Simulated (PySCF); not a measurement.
**Magnetic susceptibility: `InChI=1S/C5H13FSi/c1-4(2)5(6)3-7/h4-5H,3H2,1-2,7H3/t5-/m1/s1`**

Geometry:
```tsv
atom	x (Å)	y (Å)	z (Å)
C1	-1.384	1.136	-0.064
C2	-0.718	-0.107	0.519
C3	-1.769	-1.040	1.120
C4	0.089	-0.854	-0.546
F5	0.692	-1.950	0.060
C6	1.183	-0.045	-1.228
Si7	2.471	0.707	-0.040
H8	-2.041	1.583	0.678
H9	-1.983	0.873	-0.934
H10	-0.649	1.880	-0.357
H11	-0.024	0.194	1.312
H12	-1.299	-1.938	1.514
H13	-2.493	-1.335	0.362
H14	-2.300	-0.543	1.928
H15	-0.597	-1.284	-1.292
H16	1.697	-0.721	-1.914
H17	0.718	0.724	-1.843
H18	2.889	-0.282	0.948
H19	1.901	1.883	0.628
H20	3.612	1.132	-0.854
```

Method used: PySCF 2.14.0, GIAO BHandHLYP/pcSseg-1 magnetisability, rotational g tensor and spin-rotation constants, non-relativistic, gas phase. Geometry: GFN2-xTB.

Problem. How diamagnetic is it, and how anisotropic?

Solution. Isotropic -1433 × 10⁻³⁰ J/T², or -86.3 × 10⁻⁶ cm³/mol; principal values -1470, -1440, -1390 × 10⁻³⁰ J/T², anisotropy 69 × 10⁻³⁰ J/T² (root of half the summed squared differences of the principal values). The susceptibility is in cgs units.

Problem. Split it along the inertial axes a, b, c into diamagnetic and paramagnetic parts about the centre of mass, with the quadrupole moment.

Solution. 
| axis | χ (10⁻⁶ cm³/mol) | diamagnetic (10⁻⁶ cm³/mol) | paramagnetic (10⁻⁶ cm³/mol) | summed x² of all electrons (Å²) | quadrupole Θ (D Å) |
| --- | --- | --- | --- | --- | --- |
| a | -87.0 | -540.4 | 453.4 | 198.6 | +0.87 |
| b | -87.0 | -1025.4 | 938.4 | 84.2 | -4.42 |
| c | -84.9 | -1199.7 | 1114.8 | 43.2 | +3.56 |

Anisotropies 2χaa − χbb − χcc = -2.0 and 2χbb − χaa − χcc = -2.1 × 10⁻⁶ cm³/mol. Θ is traceless in Buckingham's convention.

Problem. And the rotational g tensor?

Solution. 
| axis | rotational constant (GHz) | g | nuclear part | electronic part |
| --- | --- | --- | --- | --- |
| a | 2.9093 | -0.0142 | 0.6056 | -0.6198 |
| b | 1.3828 | -0.0047 | 0.6049 | -0.6096 |
| c | 1.1365 | -0.0075 | 0.5877 | -0.5952 |

Asymmetric top; isotopes 12C, 19F, 1H, 28Si; no vibrational averaging.
